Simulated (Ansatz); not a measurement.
One change: `FCN[SiH2]Cl` becomes `FCN[SiH3]`.

Ansatz, PBE0-D4/def2-TZVP geometries, multiplicity 1. Each molecule was computed in one conformer, which needn't be the lowest.

```json
{"property": "HOMO–LUMO gap (B3LYP/def2-TZVPP) / eV", "`FCN[SiH2]Cl`": "8.03"}
{"property": "ideal-gas entropy at 298 K and 1 bar (rigid rotor, harmonic PBE0-D4/def2-TZVP) / J/(mol·K)", "`FCN[SiH2]Cl`": "354"}
{"property": "HOMO–LUMO gap (ωB97M-V/def2-TZVPP) / eV", "`FCN[SiH2]Cl`": "12.47"}
{"property": "LUMO energy (ωB97M-V/def2-TZVPP) / eV", "`FCN[SiH2]Cl`": "1.92"}
{"property": "size of the dipole moment (B3LYP/def2-TZVPP) / D", "`FCN[SiH2]Cl`": "1.11"}
{"property": "zero-point energy (PBE0-D4/def2-TZVP) / kJ/mol", "`FCN[SiH2]Cl`": "175.8"}
```

Problem. What does the change do to each property? (Best estimate.)

Solution. Ansatz gave: 
| property | `FCN[SiH3]` | shift |
| --- | --- | --- |
| HOMO–LUMO gap (B3LYP/def2-TZVPP) / eV | 7.65 | -0.38 |
| ideal-gas entropy at 298 K and 1 bar (rigid rotor, harmonic PBE0-D4/def2-TZVP) / J/(mol·K) | 317 | -37 |
| HOMO–LUMO gap (ωB97M-V/def2-TZVPP) / eV | 12.04 | -0.43 |
| LUMO energy (ωB97M-V/def2-TZVPP) / eV | 1.92 | 0.00 |
| size of the dipole moment (B3LYP/def2-TZVPP) / D | 1.70 | 0.59 |
| zero-point energy (PBE0-D4/def2-TZVP) / kJ/mol | 191.1 | 15.3 |

Dipoles are sizes alone; their direction can turn. Modes under 60 cm⁻¹, often nearly free rotors, make the harmonic entropy too high.

B3LYP here is the variant with VWN-RPA as its local correlation; programs differ in this.
